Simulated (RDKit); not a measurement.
Input for RDKit: UFF on H2O (SMILES O).

```python
from rdkit import Chem
from rdkit.Chem import AllChem, rdDetermineBonds

blocks = [
'''3

O     0.26315868   -0.07788423   -0.54251780
H     0.12421123    0.00005789    0.41181916
H     1.14486876    0.27479035   -0.69841306
''',
]
mol = None
for b in blocks:
    f = Chem.MolFromXYZBlock(b)
    rdDetermineBonds.DetermineBonds(f, charge=0)
    mol = f if mol is None else Chem.CombineMols(mol, f)
Chem.SanitizeMol(mol)
print(Chem.MolToSmiles(Chem.RemoveHs(mol)))
ff = AllChem.UFFGetMoleculeForceField(mol, vdwThresh=100.0, ignoreInterfragInteractions=False)
e = ff.CalcEnergy()
print(f'UFF energy {e:.6f} kcal/mol')
```

It printed:

```
O
UFF energy 0.733424 kcal/mol
```

The run finished.

Cost: very roughly 0.010 core-seconds.
